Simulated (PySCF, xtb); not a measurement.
Be(F)(SH) (BeFHS), SMILES [Be]([SH])[F].

GFN2-xTB run with xtb at its own geometry gives an orbital gap of 4.78 eV and a dipole moment of 1.74 D.

Geometry optimised at r2SCAN-D4/def2-TZVP. The values are those of a single conformer.

Task: What does PySCF with M06-2X/def2-TZVPD give? (The exact figures need the calculation; the answer reports its results.)

Result: gap 8.64 eV (levels -9.11 and -0.47 eV), dipole 0.89 D.
